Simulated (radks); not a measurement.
Task: K III, 17 electrons, occupied as [He] 2s2 2p5.5 3s2 3p5.5 (fractional occupations, a model configuration). Method: scalar-relativistic Kohn-Sham, r2SCAN, spin-polarised, spherical densities, finite nucleus; open shells are filled with parallel spins first; meta-GGA in the generalised Kohn-Sham scheme; Fermi nuclear charge, rms radius 3.4349 fm; computed with a radial shooting solver on a logarithmic mesh with Libxc functionals. Some entries of the table are withheld. Estimate them.

orbital,occ.,eigenvalue (eV),<r> (bohr)
1s up,1,-3586.465,0.08105
1s down,1,-3584.572,0.08101
2s up,1,-397.1853,0.3823
2s down,1,-394.3390,0.3830
2p up,3,(1),0.3447
2p down,2.5,(2),0.3458
3s up,1,-60.1873,1.208
3s down,1,-59.1649,1.215
3p up,3,-41.9479,1.310
3p down,2.5,-40.9489,1.321
3d up,0,-15.6537,1.690
3d down,0,-14.9355,1.736

Result: 
(1) 2p up eigenvalue (eV): -323.3746
(2) 2p down eigenvalue (eV): -319.8642
